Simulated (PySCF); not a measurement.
Computed shifts of a molecule C10H8Se, PBE/pcSseg-1 in PySCF, GIAO, gas phase, equivalent atoms averaged, in ppm (number of nuclei): ¹³C: 162.6 (1), 141.1 (1), 139.2 (1), 134.6 (1), 134.0 (2), 133.1 (1), 132.3 (1), 130.0 (1), 128.2 (1). ¹H: 7.84 (1), 7.69 (1), 7.63 (2), 7.63 (1), 7.52 (1), 7.50 (1), 7.38 (1). References: ¹³C against TMS (σ = 182.0 ppm); ⁷⁷Se against Me2Se (σ = 1634.8 ppm); ¹H against TMS (σ = 31.49 ppm), references at their B3LYP-D3(BJ)/def2-TZVP geometries, non-relativistic. The structure is a stationary point at PBE0-D3(BJ)/def2-SVP. The values are those of a single conformer.

Problem. Which structure fits?
A. c1ccc(-c2cc[se]c2)cc1
B. C#Cc1[se]cc(C=C)c1C=C
C. c1ccc(-c2ccc[se]2)cc1

Solution. C, c1ccc(-c2ccc[se]2)cc1
